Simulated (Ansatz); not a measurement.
Basis-set extrapolation for C₂H₈AlFSi (`CC[SiH](F)[AlH2]`) (PBE0-D4/def2-TZVP geometry, frozen core, the Gaussian-basis code of Ansatz). Multiplicity 1, RHF reference.

|  | def2-TZVPP | def2-QZVPP |
| --- | --- | --- |
| HF | -710.828518 | -710.853354 |
| MP2 correlation | -0.803042 | -0.865090 |
| CCSD(T) correlation | -0.888851 | not run |

Energies in hartree. Use E(X) = E(∞) + A·exp(−7.88·√X) for Hartree–Fock and E(X) = E(∞) + B·X^(−2.97) for correlation, with X = 3 and 4, and add CCSD(T) minus MP2 of the smaller set to the MP2 limit.

Q: What is the CCSD(T) energy at the basis-set limit?

A: HF limit: -710.853354 + (-0.024836) × 0.13774 = -710.85677. MP2 limit: -0.865090 + (-0.062048) × 0.74074 = -0.91105. Higher-order term: -0.888851 − (-0.803042) = -0.08581. Total: -711.85363 hartree, 357.8 kJ/mol below CCSD(T)/def2-TZVPP.
